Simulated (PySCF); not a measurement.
Species, as SMILES: PP (P2H4).
Geometry (B3LYP-D3(BJ)/def2-TZVP, fixed):
```xyz
6

P     -1.0203    -0.4713    -0.0535
P      1.0203     0.4711     0.0549
H     -1.5176     0.2567     1.0604
H     -1.5148     0.4895    -0.9757
H      1.5219    -0.4987     0.9637
H      1.5105    -0.2449    -1.0699
```

Basis-set convergence of the mean static polarisability at PBE0 with PySCF. All functions are spherical. Density fitting with generated auxiliary sets. In sets without p functions on hydrogen, species with hydrogen take exact integrals. No added dispersion term, no relativity. Reference: the value in aug-pcseg-2, 59.12 bohr³, itself unsure by roughly 0.2 % (its distance from aug-cc-pV(T+d)Z). Deviations are taken from unrounded values. Cost is core time over that of def2-SVP, rough, on shared machines of one kind; a dash marks a row that isn't timed (too short, read off another run, short of memory, by another algorithm or on other hardware).

```
basis        functions  cost
-----------  ---------  ----
pcseg-0             34     -
def2-SV(P)          44     -
def2-SVP            56    1×
pcseg-1             56    1×
def2-SVPD           80    2×
def2-TZVP           98    2×
def2-TZVPD         122    3×
pcseg-2            124    3×
def2-TZVPP         140    3×
def2-TZVPPD        164    5×
def2-QZVPP         260   10×
pcseg-3            260   20×
def2-QZVPPD        284   20×
```

Q: Which is the smallest set listed that can be trusted to 2 % here, that is, within that of the reference together with its larger relatives (same family, alike in diffuse functions; a set with none to test it counts only in the reference's own line)?

A: The smallest set listed that lies within 2 % of the reference with all its larger relatives (same family, alike in diffuse functions; a set with none counts only in the reference's own line) is def2-TZVPD (122 functions, 3× in cost, -0.7 % off). Value minus reference over the reference: pcseg-0 -26.3, def2-SV(P) -24.4, def2-SVP -23.0, pcseg-1 -16.2, def2-SVPD -3.8, def2-TZVP -10.2, def2-TZVPD -0.7, pcseg-2 -12.3, def2-TZVPP -9.3, def2-TZVPPD -0.5, def2-QZVPP -3.7, pcseg-3 -3.2, def2-QZVPPD 0.3 %.
